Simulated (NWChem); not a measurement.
System: MoS2ClF; SMILES [F][Mo](=[S])(=[S])[Cl]

Here is an NWChem input.

```
start job
memory heap 200 mb stack 900 mb global 1100 mb
geometry units angstroms noautoz
  Mo    -0.201165     0.064842     0.000000
  S      0.620302     0.987536    -1.687007
  S      0.620302     0.987536     1.687007
  F     -2.017466     0.295103     0.000000
  Cl     0.416214    -2.093820     0.000000
end
basis spherical
  * library def2-svp
end
ecp
  Mo library def2-ecp
end
dft
  xc n12
  iterations 150
  mulliken
end
task dft energy
```

NWChem printed, in part:

```
             Northwest Computational Chemistry Package (NWChem) 7.3.0
             --------------------------------------------------------

 CS  symmetry detected

                             Geometry "geometry" -> ""
                             -------------------------

 Output coordinates in angstroms (scale by  1.889725989 to convert to a.u.)

  No.       Tag          Charge          X              Y              Z
 ---- ---------------- ---------- -------------- -------------- --------------
    1 Mo                  42.0000    -0.20236596    -0.05838994     0.00000000
    2 S                   16.0000     0.65213465    -0.95057880    -1.68700700
    3 S                   16.0000     0.65213465    -0.95057880     1.68700700
    4 F                    9.0000    -2.00908447    -0.35459535     0.00000000
    5 Cl                  17.0000     0.33604833     2.12130924     0.00000000

 Effective nuclear repulsion energy (a.u.)     810.9009799946

      Symmetry information
      --------------------

 Group name             Cs
 Group number              2
 Group order               2
 No. of unique centers     4

                                 NWChem DFT Module
                                 -----------------

 Summary of "ao basis" -> "ao basis" (spherical)
 ------------------------------------------------------------------------------
       Tag                 Description            Shells   Functions and Types
 ---------------- ------------------------------  ------  ---------------------
 Mo                         def2-svp                11       31   5s3p2d1f
 S                          def2-svp                 8       18   4s3p1d
 F                          def2-svp                 6       14   3s2p1d
 Cl                         def2-svp                 8       18   4s3p1d

      Symmetry analysis of basis
      --------------------------

        a'         62
        a"         37

            General Information
            -------------------
          SCF calculation type: DFT
          Wavefunction type:  closed shell.
          No. of atoms     :     5
          No. of electrons :    72
           Alpha electrons :    36
            Beta electrons :    36
          Charge           :     0
          Spin multiplicity:     1
          Use of symmetry is: on ; symmetry adaption is: on
          Maximum number of iterations: 150
          AO basis - number of functions:    99
                     number of shells:    41
          Convergence on energy requested:  1.00D-06
          Convergence on density requested:  1.00D-05
          Convergence on gradient requested:  5.00D-04

              XC Information
              --------------
                          N12 Method XC Functional
                           N12 Exchange Functional  1.000
                         N12 Correlation Potential  1.000

             Grid Information
             ----------------
          Grid used for XC integration:  medium
          Radial quadrature: Mura-Knowles
          Angular quadrature: Lebedev.
          Tag              B.-S. Rad. Rad. Pts. Rad. Cut. Ang. Pts.
          ---              ---------- --------- --------- ---------
          Mo                  1.45      123           8.0       590
          S                   1.00       88          10.0       590
          F                   0.50       49           9.0       434
          Cl                  1.00       88          10.0       590
          Grid pruning is: on
          Number of quadrature shells:   348
          Spatial weights used:  Erf1

      Superposition of Atomic Density Guess
      -------------------------------------

 Sum of atomic energies:       -1430.60265541

      Non-variational initial energy
      ------------------------------

 Total energy =   -1421.103651
 1-e energy   =   -2783.151617
 2-e energy   =     962.930140
 HOMO         =      -0.315288
 LUMO         =      -0.071170

      Symmetry analysis of molecular orbitals - initial
      -------------------------------------------------

  Numbering of irreducible representations:

     1 a'          2 a"

  Orbital symmetries:

     1 a'          2 a'          3 a"          4 a'          5 a'
     6 a'          7 a"          8 a'          9 a"         10 a'
    11 a'         12 a"         13 a'         14 a'         15 a"
    16 a"         17 a'         18 a'         19 a"         20 a'
    21 a'         22 a'         23 a'         24 a"         25 a'
    26 a"         27 a'         28 a'         29 a"         30 a'
    31 a'         32 a'         33 a"         34 a'         35 a"
    36 a"         37 a'         38 a"         39 a'         40 a'
    41 a"         42 a'         43 a"         44 a'         45 a'
    46 a'

     ---------------------------------------------
      Total Density - Mulliken Population Analysis
     ---------------------------------------------

    Atom       Charge   Shell Charges
 -----------   ------   -------------------------------------------------------
    1 Mo  14    11.58  -0.39  1.54  0.87  0.36  0.04  5.94  0.39  0.16  2.04  0.57  0.05
    2 S   16    16.69   2.00  1.99  1.25  0.65  5.94  1.92  2.91  0.03
    3 S   16    16.69   2.00  1.99  1.25  0.65  5.94  1.92  2.91  0.03
    4 F    9     9.63   1.99  1.15  0.81  3.53  2.15  0.00
    5 Cl  17    17.41   2.00  1.99  1.23  0.71  5.94  2.17  3.35  0.01

   convergence    iter        energy       DeltaE   RMS-Dens  Diis-err
 ---------------- ----- ----------------- --------- --------- ---------
 d= 0,ls=0.0,diis     1  -1423.8454343074 -1.82D+03  6.79D-02  4.10D+00
 d= 0,ls=0.0,diis     2  -1414.4176230607  9.43D+00  6.39D-02  4.49D+01
 d= 0,ls=0.0,diis     3  -1423.6684828346 -9.25D+00  1.81D-02  6.26D+00
 d= 0,ls=0.0,diis     4  -1424.3467519411 -6.78D-01  5.14D-03  6.42D-01
 d= 0,ls=0.0,diis     5  -1424.3909742259 -4.42D-02  4.80D-03  1.36D-01
  Resetting Diis
 d= 0,ls=0.0,diis     6  -1424.3936430060 -2.67D-03  2.67D-03  8.34D-02
 d= 0,ls=0.0,diis     7  -1424.4065730384 -1.29D-02  4.84D-03  1.27D-02
 d= 0,ls=0.0,diis     8  -1424.3351805555  7.14D-02  4.27D-03  6.01D-01
 d= 0,ls=0.0,diis     9  -1424.4077454616 -7.26D-02  4.09D-04  3.59D-03
 d= 0,ls=0.0,diis    10  -1424.4081643980 -4.19D-04  7.21D-05  1.67D-04
 d= 0,ls=0.0,diis    11  -1424.4081768481 -1.25D-05  4.81D-05  3.90D-05
 d= 0,ls=0.0,diis    12  -1424.4081816337 -4.79D-06  1.69D-05  6.06D-06
 d= 0,ls=0.0,diis    13  -1424.4081824400 -8.06D-07  2.20D-06  8.73D-08

         Total DFT energy =    -1424.408182440047
      One electron energy =    -2788.286425517900
           Coulomb energy =     1062.974318697854
    Exchange-Corr. energy =      -98.213901874255
 Nuclear repulsion energy =      399.117826254255

 Numeric. integr. density =       72.000001330842

                  Occupations of the irreducible representations
                  ----------------------------------------------

                     irrep           alpha         beta
                     --------     --------     --------
                     a'               23.0         23.0
                     a"               13.0         13.0

                       DFT Final Molecular Orbital Analysis
                       ------------------------------------

 Vector   34  Occ=2.000000D+00  E=-2.790932D-01  Symmetry=a"
              MO Center=  2.7D-01,  1.5D-01, -3.8D-10, r^2= 4.7D+00
   Bfn.  Coefficient  Atom+Function         Bfn.  Coefficient  Atom+Function
  ----- ------------  ---------------      ----- ------------  ---------------
    94      0.367228  5 Cl pz                91      0.292121  5 Cl pz
    42      0.241249  2 S  px                60     -0.241249  3 S  px
    18      0.238563  1 Mo d  1              16     -0.232096  1 Mo d -1
    39      0.202206  2 S  px                57     -0.202206  3 S  px
    73      0.177663  4 F  pz                43      0.170421  2 S  py

 Vector   35  Occ=2.000000D+00  E=-2.783723D-01  Symmetry=a'
              MO Center=  4.2D-01, -4.6D-01,  3.8D-10, r^2= 4.5D+00
   Bfn.  Coefficient  Atom+Function         Bfn.  Coefficient  Atom+Function
  ----- ------------  ---------------      ----- ------------  ---------------
    42      0.254549  2 S  px                60      0.254549  3 S  px
    92     -0.237675  5 Cl px                43      0.230138  2 S  py
    61      0.230138  3 S  py                39      0.215204  2 S  px
    57      0.215204  3 S  px                19      0.213883  1 Mo d  2
    40      0.195123  2 S  py                58      0.195123  3 S  py

 Vector   36  Occ=2.000000D+00  E=-2.425098D-01  Symmetry=a"
              MO Center=  5.9D-01, -8.2D-01, -1.3D-13, r^2= 4.4D+00
   Bfn.  Coefficient  Atom+Function         Bfn.  Coefficient  Atom+Function
  ----- ------------  ---------------      ----- ------------  ---------------
    43     -0.295857  2 S  py                61      0.295857  3 S  py
    42      0.269457  2 S  px                60     -0.269457  3 S  px
    40     -0.236519  2 S  py                58      0.236519  3 S  py
    39      0.212510  2 S  px                57     -0.212510  3 S  px
    44      0.174417  2 S  pz                62      0.174417  3 S  pz

 Vector   37  Occ=0.000000D+00  E=-1.616276D-01  Symmetry=a'
              MO Center= -6.4D-02, -7.3D-02, -5.1D-14, r^2= 3.0D+00
   Bfn.  Coefficient  Atom+Function         Bfn.  Coefficient  Atom+Function
  ----- ------------  ---------------      ----- ------------  ---------------
    15      0.744114  1 Mo d -2              44      0.229846  2 S  pz
    62     -0.229846  3 S  pz                17      0.227136  1 Mo d  0
    92     -0.206806  5 Cl px                72     -0.187584  4 F  py
    20      0.155660  1 Mo d -2              89     -0.146368  5 Cl px
    75      0.140981  4 F  py                41      0.132362  2 S  pz

 Vector   38  Occ=0.000000D+00  E=-1.542310D-01  Symmetry=a"
              MO Center=  1.6D-01, -3.3D-01, -5.0D-14, r^2= 3.3D+00
   Bfn.  Coefficient  Atom+Function         Bfn.  Coefficient  Atom+Function
  ----- ------------  ---------------      ----- ------------  ---------------
    16      0.549330  1 Mo d -1              18     -0.513185  1 Mo d  1
    42      0.258297  2 S  px                60     -0.258297  3 S  px
    43      0.248702  2 S  py                61     -0.248702  3 S  py
    94     -0.182331  5 Cl pz                39      0.164932  2 S  px
    57     -0.164932  3 S  px                40      0.155368  2 S  py

 Vector   39  Occ=0.000000D+00  E=-1.238903D-01  Symmetry=a'
              MO Center=  1.7D-02, -7.7D-02,  1.4D-13, r^2= 3.3D+00
   Bfn.  Coefficient  Atom+Function         Bfn.  Coefficient  Atom+Function
  ----- ------------  ---------------      ----- ------------  ---------------
    19      0.714492  1 Mo d  2              93     -0.331824  5 Cl py
    43     -0.273965  2 S  py                61     -0.273965  3 S  py
    17      0.249766  1 Mo d  0              85      0.228678  5 Cl s
    24      0.218415  1 Mo d  2              90     -0.184419  5 Cl py
    15     -0.174477  1 Mo d -2              40     -0.161644  2 S  py

     ---------------------------------------------
      Total Density - Mulliken Population Analysis
     ---------------------------------------------

    Atom       Charge   Shell Charges
 -----------   ------   -------------------------------------------------------
    1 Mo  14    13.61  -0.40  1.65  0.79  0.37 -0.03  6.00  0.51  0.21  3.75  0.71  0.05
    2 S   16    16.01   2.00  1.98  1.34  0.56  5.94  1.86  2.29  0.04
    3 S   16    16.01   2.00  1.98  1.34  0.56  5.94  1.86  2.29  0.04
    4 F    9     9.27   1.99  1.14  0.82  3.41  1.91  0.00
    5 Cl  17    17.10   2.00  1.98  1.32  0.63  5.94  2.24  2.97  0.02

     -------------------------------------------
      Total Density - Lowdin Population Analysis
     -------------------------------------------

    Atom       Charge   Shell Charges
 -----------   ------   -------------------------------------------------------
    1 Mo  14    14.82   0.00  0.99  0.93  0.37  0.15  5.66  1.02  0.51  3.43  1.67  0.09
    2 S   16    15.66   2.00  1.96  1.00  0.64  5.82  1.94  2.26  0.05
    3 S   16    15.66   2.00  1.96  1.00  0.64  5.82  1.94  2.26  0.05
    4 F    9     9.09   1.98  1.03  0.75  3.28  2.05  0.01
    5 Cl  17    16.77   2.00  1.96  1.04  0.71  5.83  2.32  2.89  0.02

     Multipole analysis of the density
     ---------------------------------

     L   x y z        total         alpha         beta         nuclear
     -   - - -        -----         -----         ----         -------
     0   0 0 0     -0.000000    -36.000000    -36.000000     72.000000

     1   1 0 0      0.093009     -5.307322     -5.307322     10.707654
     1   0 1 0      0.126696     -1.481426     -1.481426      3.089547
     1   0 0 1      0.000000      0.000000      0.000000      0.000000

     2   2 0 0    -49.155857   -118.193099   -118.193099    187.230341
     2   1 1 0     -0.365632      1.854791      1.854791     -4.075215
     2   1 0 1      0.000000      0.000000      0.000000      0.000000
     2   0 2 0    -47.562686   -214.107953   -214.107953    380.653220
     2   0 1 1      0.000000      0.000000      0.000000      0.000000
     2   0 0 2    -47.439323   -186.331224   -186.331224    325.223125
```

Level: N12/def2-SVP with def2 effective core potentials on Mo. Coordinates come from a PBE0/def2-SVP optimisation. def2 effective core potentials on Mo; no spin-orbit coupling.
